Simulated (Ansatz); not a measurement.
Consider the isomerisation: `C=C[SiH](O)F` → `C=CO[SiH2]F`.

Program: Ansatz. Geometries: PBE0-D4/def2-TZVP. ΔE: electronic, gas phase. CBS: MP2 limit from def2 TZ/QZ plus the TZ coupled-cluster correction, frozen cores. Each species was taken in one conformer, which may not be the lowest.

```
       species  CCSD(T)/CBS(def2) energy (Eh)
`C=C[SiH](O)F`                     -543.26440
 `C=CO[SiH2]F`                     -543.23443
```

Question: Work out ΔE.

Answer: ΔE = (-543.23443) − (-543.26440) = 0.02997 Eh = +0.82 eV.

Largest T1 diagnostic among the species: 0.012.

In def2-TZVPP, CCSD(T) changes the Hartree–Fock value by +0.09 eV (the triples alone add +0.00 eV) and MP2 by +0.13 eV. From PBE to PBE0 (25 % exact exchange), in def2-TZVPP and without D4, ΔE moves by +0.04 eV.
